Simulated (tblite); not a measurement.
Species: C₇H₁₀O (charge +1 and doublet state).
Geometry (GFN2-xTB, Å), atoms numbered from 1 in this order:
```
atom  x, y, z in Å
C1    -0.131    2.228    0.765
C2    -0.165    1.427   -0.289
C3    -0.131   -0.094   -0.189
C4     1.359   -0.195   -0.502
C5     2.283   -0.377    0.429
C6    -1.132   -0.929   -0.985
C7    -1.518   -1.473    0.392
O8    -0.547   -0.646    1.018
H9     0.028    1.866    1.768
H10   -0.312    3.287    0.657
H11   -0.230    1.781   -1.309
H12    1.576   -0.114   -1.557
H13    2.058   -0.366    1.483
H14    3.304   -0.595    0.155
H15   -0.697   -1.654   -1.670
H16   -1.907   -0.367   -1.502
H17   -2.526   -1.240    0.747
H18   -1.318   -2.533    0.576
```

Computed geometry: GFN2-xTB, gas phase. This method treats the open shell by occupation alone, without spin polarisation.

Masses are those of the commonest isotopes; rigid-rotor values at the optimised geometry. The values belong to one conformer with, in the numbering `[CH2:1]=[CH:2][C@:3]1([CH:4][CH2+:5])[CH2:6][CH2:7][O:8]1`, C1–C2–C3–C4 -100°, C2–C3–C4–C5 101°, C3–C4–C5–H -6° and 170°.

Q: What are A, B and C (GHz)?

A: Ia = 189.02, Ib = 248.42, Ic = 323.27 u·Å²; 505379 MHz·u·Å²/I gives 2674, 2034 and 1563 MHz, that is A = 2.6737, B = 2.0344, C = 1.5633 GHz.

Q: What kind of rotor is it?

A: An asymmetric top; Ray's κ = -0.152.

Q: Is it planar, by Δ = Ic − Ia − Ib?

A: Not planar: Δ = Ic − Ia − Ib = -114.16 u·Å². For a rigid frame Δ = −2 Σ m c², so Σ m c² = 57.08 u·Å² lies off the ab plane: 15.55 from hydrogen and 41.54 from heavier atoms. The atom farthest from that plane is 1.63 Å away.

Q: Give the other two planar moments, Paa and Pbb, and the rms extents of the mass along the axes.

A: Paa = Σ m a² = (Ib + Ic − Ia)/2 = 191.34 and Pbb = Σ m b² = (Ia + Ic − Ib)/2 = 131.93 u·Å². With the mass M = 110.07 u, the rms extents √(P/M) along a, b and c are 1.32, 1.09, 0.72 Å.

Q: List the rotational levels J(Ka,Kc) to J = 5 (K).

A: Above 0(0,0), as E/k:
J = 1: 1(0,1) 0.173, 1(1,1) 0.203, 1(1,0) 0.226
J = 2: 2(0,2) 0.509, 2(1,2) 0.526, 2(1,1) 0.594, 2(2,1) 0.686, 2(2,0) 0.695
J = 3: 3(0,3) 0.999, 3(1,3) 1.005, 3(1,2) 1.139, 3(2,2) 1.204, 3(2,1) 1.241, 3(3,1) 1.419, 3(3,0) 1.421
J = 4: 4(0,4) 1.636, 4(1,4) 1.638, 4(1,3) 1.850, 4(2,3) 1.888, 4(2,2) 1.978, 4(3,2) 2.122, 4(3,1) 2.136, 4(4,1) 2.405, 4(4,0) 2.406
J = 5: 5(0,5) 2.422, 5(1,5) 2.423, 5(1,4) 2.715, 5(2,4) 2.732, 5(2,3) 2.896, 5(3,3) 2.999, 5(3,2) 3.046, 5(4,2) 3.288, 5(4,1) 3.292, 5(5,1) 3.648, 5(5,0) 3.648
Those of J = 1 are B + C, A + C and A + B.

Q: Estimate the classical rotational partition function at 25 K, 50 K and 100 K.

A: Point group Cs, symmetry number σ = 1; q = (√π/σ)·√((kT/h)³/(ABC)), k/h = 20836.6 MHz/K: 7230 at 25 K, 20400 at 50 K, 57800 at 100 K.

For this open shell read J as N, the rotation without spin; fine and hyperfine splittings come on top. Its GFN2-xTB frequencies are all real (lowest 90 cm⁻¹). No vibrational averaging or centrifugal distortion is included, and the geometry carries the error of its method.

Hardware: an Arm Neoverse V2 with one thread, no GPU, shared host with 48 logical CPUs at a one-minute load of 10. Cost: 0.31 s. These figures are those of the optimisation.
